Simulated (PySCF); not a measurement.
**Two-component Hartree-Fock for Co⁴⁺ (cobalt, charge +4)**

Start: [Ar] 3d5; 3d3/2 filled at m_j = -3/2, -1/2, +1/2, +3/2; 3d5/2 filled at m_j = +5/2. Calculated with PySCF 2.14 in x2c-TZVPPall-2c (6s7p4d2f1g, 70 functions): generalised Hartree-Fock with the X2C-1e Hamiltonian and a Gaussian nucleus; one run each with spin-orbit coupling (SO) switched off, then screened by Boettger's factors.

| spinor shell | electrons | ε, spin-free (eV) | ε, screened SO (eV) | weight of nominal j (screened SO) | rms radius, screened SO (bohr) |
| --- | --- | --- | --- | --- | --- |
| 1s1/2 | 2 | -7838.7 | -7838.6 | 1.000 | 0.0649 |
| 2s1/2 | 2 | -1028.3 | -1028.3 | 1.000 | 0.276 |
| 2p1/2 | 2 | -885.86 | -896.50 | 0.974 | 0.247 |
| 2p3/2 | 4 | -885.86 | -880.66 | 0.987 | 0.249 |
| 3s1/2 | 2 | -185.72 | -185.72 | 1.000 | 0.816 |
| 3p1/2 | 2 | -141.49 | -142.19 | 0.663 | 0.856 |
| 3p3/2 | 4 | -141.49 | -141.15 | 0.831 | 0.860 |
| 3d3/2 | 4 | -80.931 | -80.956 | 0.514 | 0.953 |
| 3d5/2 | 1 | -80.931 | -80.822 | 1.000 | 0.954 |

| quantity | spin-free | screened SO |
| --- | --- | --- |
| E (hartree) | -1388.07380 | -1388.09952 |
| M_J | 5/2 | 5/2 |
| ⟨J²⟩ | 8.751 | 8.751 |
| ⟨L²⟩ | 0.000 | 0.003 |
| ⟨S²⟩ | 8.751 | 8.747 |

Each row is a mean over spinors that exchange with the open shell spreads, by up to 17.559 eV (3p3/2).

Rows whose weight is well below 1 are mixtures of j = l ± 1/2: exchange outweighs spin-orbit coupling there, and the label is only the starting occupation.

Without spin-orbit coupling the j labels of p, d and f shells carry no meaning; the spin-free column gives the mean over the occupied spinors of each nl shell.
